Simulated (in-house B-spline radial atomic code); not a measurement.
## Ionising the rhodium ion Rh⁴⁺ with different functionals

Computed with a B-spline radial code for spherical atoms: non-relativistic Hamiltonian, point nucleus, spin-polarised at highest spin, spherical fractional occupations for the functionals, the average over the highest-spin determinants for Hartree-Fock. The ionisation energy is the difference of two self-consistent energies, [Kr] 4d5 → [Kr] 4d4, without Breit or QED terms; ε is the level of the shell that loses the electron (its least bound occupied spin orbital). There is no spin-orbit coupling in this Hamiltonian.

Hybrids are left out here: with spherical fractional occupations of an open shell their exact exchange keeps a self-interaction that integer-occupation calculations don't have.

```tsv
method	rung	ΔSCF (eV)	-ε(4d) (eV)
Hartree-Fock	Hartree-Fock	64.25	65.29
LDA VWN5	LDA	64.97	56.96
LDA PW92	LDA	64.96	56.95
LDA exchange-only	LDA	63.58	55.63
PBE	GGA	64.94	56.93
PBEsol	GGA	64.89	56.88
BLYP	GGA	64.62	56.59
RPBE	GGA	64.91	56.89
PW91	GGA	65.00	56.99
BP86	GGA	64.93	56.91
AM05	GGA	64.84	56.83
OLYP	GGA	65.18	57.12
TPSS	meta-GGA	64.94	56.93
SCAN	meta-GGA	65.41	57.46
r2SCAN	meta-GGA	65.48	57.53
M06-L	meta-GGA	65.25	57.26
revTPSS	meta-GGA	64.89	56.88
```

(1) How do they compare with the NIST value?

Results:

(1) NIST lists 63 eV ± 1.9 (tabulated theory, ground level to ground level). Errors run from +0.58 to +2.48 eV; all lie within about twice that uncertainty, so the table can't rank the methods. Hartree-Fock also lacks correlation.
